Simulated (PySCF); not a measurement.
Si(F)(Cl)(Br)(Et), SMILES CC[Si](F)(Cl)Br (C2H5BrClFSi), singlet, CAM-B3LYP/def2-SVP optimised geometry.

```
11

C     -0.59    -0.86     2.81
C     -0.91    -1.42     1.42
Si    -0.21    -0.46     0.00
F     -0.69    -1.12    -1.39
Cl    -0.89     1.48     0.00
Br     1.99    -0.46     0.00
H     -1.04    -1.48     3.59
H      0.50    -0.83     2.99
H     -0.98     0.16     2.92
H     -1.99    -1.48     1.26
H     -0.53    -2.45     1.31
```

Density from CAM-B3LYP/def2-TZVP in PySCF at that geometry.

Minimum of the electron density along straight lines between bonded atoms, close to the bond critical point (lines longer than 1.1 times the sum of covalent radii, or with two minima, are not listed):

```
bond     length / Å  ρ at the minimum / e bohr⁻³  ∇²ρ there / e bohr⁻⁵  position (fraction from the first atom)
-------  ----------  ---------------------------  --------------------  ---------------------------------------
C1–C2         1.529                        0.241                     ?                                     0.49
C2–Si3        1.851                        0.136                  0.13                                     0.61
Si3–F4        1.612                        0.137                  0.91                                     0.42
Si3–Cl5       2.051                            ?                     ?                                     0.36
Si3–Br6       2.209                        0.095                  0.06                                     0.35
C1–H7         1.099                        0.274                 -0.93                                     0.64
C1–H8         1.100                        0.274                 -0.93                                     0.64
C1–H9         1.100                        0.275                 -0.93                                     0.64
C2–H10        1.103                        0.269                 -0.89                                     0.64
C2–H11        1.103                        0.269                 -0.89                                     0.64
```

### Question
What belongs in the gaps?

### Answer

- C1–C2, ∇²ρ there / e bohr⁻⁵: -0.58
- Si3–Cl5, ρ at the minimum / e bohr⁻³: 0.103
- Si3–Cl5, ∇²ρ there / e bohr⁻⁵: 0.20
